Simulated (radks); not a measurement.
Spherical quantum dot in the effective-mass picture: electrons in a well V = -V0 / (1 + exp((r - R)/a)) with V0 = 11.7, R = 3.83, a = 0.4, with a point charge +2 (a donor) at the centre, all in effective atomic units (hartree* = m*/eps^2 hartree, bohr* = eps/m* bohr), one dielectric constant everywhere. Method: non-relativistic Kohn-Sham, PBEsol, spin-polarised, spherical densities; computed with a radial shooting solver with Libxc functionals. Levels are named by radial order and angular momentum (1s, 1p, 1d, 2s, ...), and open shells are averaged over m.

N = 20, configuration 1s2 1p6 1d10 2s2. This is the lowest configuration that the search found. Occupied and some empty levels:

| level | occupation | eigenvalue (hartree*) | <r> (bohr*) |
|---|---|---|---|
| 1s | 2 | -4.6984 | 1.579 |
| 1p | 6 | -4.2646 | 2.363 |
| 2s | 2 | -4.0452 | 1.748 |
| 1d | 10 | -3.8580 | 2.534 |
| 1f | 0 | -3.3486 | 2.662 |
| 2p | 0 | -2.8300 | 2.039 |
| 1g | 0 | -2.7455 | 2.771 |

Energy (hartree*): total -156.359, kinetic 18.396, external -243.31, Hartree 77.385, exchange-correlation -8.8310.
